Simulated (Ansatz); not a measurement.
`C[SiH2]S[SiH](C)Cl`, relaxed with RKS PBE0-D4/def2-TZVP in Ansatz from a GFN2-xTB geometry. The force threshold is 0.005 eV/Å; the program also tests the step.

Charge 0, multiplicity 1.

Start:

```xyz
15

C    -1.106    2.170    0.919
Si   -1.449    0.411    1.530
S     0.279   -0.848    1.176
Si    0.791   -0.575   -0.891
C     1.870   -2.046   -1.383
Cl   -0.868   -0.503   -2.057
H    -1.062    2.208   -0.167
H    -0.161    2.545    1.304
H    -1.889    2.849    1.242
H    -2.580   -0.190    0.832
H    -1.573    0.320    2.978
H     1.467    0.709   -1.037
H     2.710   -2.149   -0.704
H     2.263   -1.926   -2.389
H     1.308   -2.975   -1.353
```

| step | energy (eV) | largest force (eV/Å) | largest move (Å) |
| --- | --- | --- | --- |
| 1 | -41323.0602 | 1.214 | 0.000 |
| 2 | -41323.1393 | 0.505 | 0.093 |
| 3 | -41323.1590 | 0.129 | 0.053 |
| 4 | -41323.1612 | 0.047 | 0.034 |
| 5 | -41323.1625 | 0.056 | 0.033 |
| 6 | -41323.1636 | 0.054 | 0.037 |
| 7 | -41323.1645 | 0.042 | 0.035 |
| 8 | -41323.1654 | 0.039 | 0.050 |
| 9 | -41323.1657 | 0.030 | 0.043 |
| 10 | -41323.1660 | 0.029 | 0.016 |
| 11 | -41323.1661 | 0.008 | 0.006 |
| 12 | -41323.1661 | 0.004 | 0.003 |

End:

```xyz
15

C    -0.999    2.107    0.872
Si   -1.419    0.400    1.491
S     0.175   -1.017    1.202
Si    0.714   -0.628   -0.812
C     1.873   -1.961   -1.370
Cl   -0.952   -0.603   -2.034
H    -0.900    2.122   -0.215
H    -0.068    2.466    1.313
H    -1.802    2.797    1.147
H    -2.653   -0.106    0.841
H    -1.614    0.399    2.963
H     1.310    0.721   -0.947
H     2.766   -1.971   -0.739
H     2.178   -1.787   -2.404
H     1.391   -2.938   -1.307
```

It took 62 s on 2 threads of an AMD EPYC 7R13 on a shared host and a share of an NVIDIA H100 80 GB, with 0.93 GiB of host memory at the peak.
